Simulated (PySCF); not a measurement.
# A small calculation by hand: dipole moment from atomic charges

BF2HS, SMILES FB(S)F. Atoms are numbered in the order given.

```xyz
5

B      0.0014    -0.4648     0.0000
F      1.1123    -1.1820     0.0000
F     -1.1589    -1.1041     0.0000
S      0.1027     1.3360     0.0000
H     -1.2305     1.5230     0.0000
```
Charge 0, spin multiplicity 1.

Coordinates come from a ωB97X-D3(BJ)/def2-SVP optimisation. One conformer was computed; it need not be the lowest.

Charges (e) from PBE0/def2-TZVPD (PySCF):

```tsv
atom	IAO	ESP fit
B1	0.603	0.396
F2	-0.319	-0.154
F3	-0.323	-0.210
S4	-0.082	-0.211
H5	0.121	0.178
```

The dipole moment of the full density is 1.29 D.

### Question
What dipole moment does each set of point charges give, and which comes closer to that of the density?

### Answer

μ = Σ q r, and 1 e Å = 4.8032 D.
IAO: Σ q r = (-0.137, 0.528, 0.000) e Å, |μ| = 2.62 D.
ESP fit: Σ q r = (-0.168, 0.219, 0.000) e Å, |μ| = 1.33 D.
ESP fit comes closer in size. Point charges leave out the atoms' own dipoles (lone pairs, polarised bonds); fits to the potential absorb them, partitions of the density don't.
